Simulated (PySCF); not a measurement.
Two species compared at the same levels of theory.

First species: C6H7ClO.
Z-matrix (Å and degrees, GFN2-xTB geometry), rows numbered from 1:
```
Cl
C   1  1.7836
C   2  1.5365  1  110.54
C   3  1.5048  2  111.07  1   -61.74
C   4  1.3248  3  122.42  2   117.09
O   5  1.3593  4  125.20  3     2.47
C   6  1.3595  5  115.77  4     0.84
C   7  1.3246  6  125.23  5    -0.80
H   2  1.0899  1  106.99  3   120.90
H   2  1.0897  1  106.97  3  -121.13
H   3  1.1018  2  105.88  1   178.67
H   4  1.0774  3  117.62  2   -61.14
H   5  1.0799  4  123.64  3  -178.67
H   7  1.0796  6  111.15  5   178.21
H   8  1.0774  3  117.53  2    60.60
```

Second species: C6H5F2NO.
Bonds: F1–C2, C2–F3, C2–O4, O4–C5, C5–C6 (aromatic), C6–C7 (aromatic), C7–C8 (aromatic), C8–C9 (aromatic), C9–N10 (aromatic), C5–N10 (aromatic). Hydrogens: H11 on C2; H12 on C6; H13 on C7; H14 on C8; H15 on C9.

Levels: PBE0/def2-SVPD for dipole moment, HOMO energy, LUMO energy, HOMO–LUMO gap, static isotropic polarisability and electronic spatial extent ⟨r²⟩ about the centre of nuclear charge; TDDFT PBE0/def2-SVPD for lowest singlet excitation; TDA PBE0/def2-SVPD for lowest triplet excitation (Tamm–Dancoff); GFN2-xTB for rotational constant A and rotational constant C. Geometries: GFN2-xTB. Each species is one conformer at its optimised geometry, gas phase, non-relativistic unless stated. Electronic properties by PySCF.

The conformers computed, where there is a choice (atom-mapped SMILES and torsion angles):
- `[Cl:1][CH2:2][CH:3]1[CH:4]=[CH:5][O:6][CH:7]=[CH:8]1`: Cl1–C2–C3–C4 -62°
- `[F:1][CH:2]([F:3])[O:4][c:5]1[cH:6][cH:7][cH:8][cH:9][n:10]1`: F1–C2–O4–C5 122°, C2–O4–C5–C6 179°

(1) Which has the higher S1 energy?

(2) Which of the two has the higher LUMO energy, and by how much?

(3) Which of the two has the higher HOMO energy, and by how much?

(4) Which has the higher static isotropic polarisability?

(5) Which has the higher rotational constant A?

(6) Which of the two has the higher ⟨r²⟩, and by how much?

(7) Which has the higher T1 energy?

(8) Which has the higher rotational constant C?

Results:

(1) The second: 5.30 eV against 5.18 eV, a difference of 0.12 eV.

(2) The first: -0.11 eV against -1.31 eV, a difference of 1.20 eV.

(3) The first: -6.45 eV against -7.63 eV, a difference of 1.18 eV.

(4) The first: 82.9 au against 80.4 au, a difference of 2.5 au.

(5) The second: 3.650 GHz against 2.897 GHz, a difference of 0.753 GHz.

(6) The second: 1570 bohr² against 1041 bohr², a difference of 529 bohr².

(7) The second: 4.13 eV against 3.84 eV, a difference of 0.29 eV.

(8) The first: 1.308 GHz against 0.691 GHz, a difference of 0.617 GHz.

On the first: A dipole of 2.21 D is allowed in Cs, and pure rotational transitions are dipole-allowed. S1 lies 1.16 eV below the HOMO–LUMO gap; its leading configuration is HOMO→LUMO, weight 0.99.

On the second: S1 lies 1.02 eV below the HOMO–LUMO gap; its leading configuration is HOMO−1→LUMO, weight 0.99. In wavenumbers S1 is 42800 cm⁻¹ (1 eV = 8065.54 cm⁻¹).
